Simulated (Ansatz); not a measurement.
Z-matrix (Å, degrees):
```
C
B 1 1.546
H 1 1.094 2 110.4
H 1 1.089 2 114.8 3 -125.4
H 1 1.099 2 107.6 3 113.9
Br 2 1.925 1 121.6 3 136.9
C 2 1.566 1 123.8 3 -44.3
F 7 1.389 2 112.8 1 0.6
H 7 1.098 2 110.4 1 121.9
H 7 1.098 2 110.7 1 -120.8
```

The species carries charge 0 and has multiplicity 1.

(1) List the PBE/def2-TZVPP orbital energies in eV (Ansatz 0.2.0). (Best estimate.)

## Answers

(1) Ansatz gave: Occupied: -13089.05, -1682.17, -1516.54, -1516.49, -1516.47, -659.65, -270.62, -268.67, -228.96, -178.27, -171.10, -170.97, -170.89, -67.78, -67.75, -67.70, -67.59, -67.59, -29.73, -19.78, -17.73, -17.18, -12.33, -12.04, -11.85, -10.82, -10.08, -9.55, -8.85, -8.31, -7.77, -7.57, -6.85. Lowest empty: -2.19, -0.01, 0.34, 1.13, 1.49, 1.86, 2.36, 2.59.
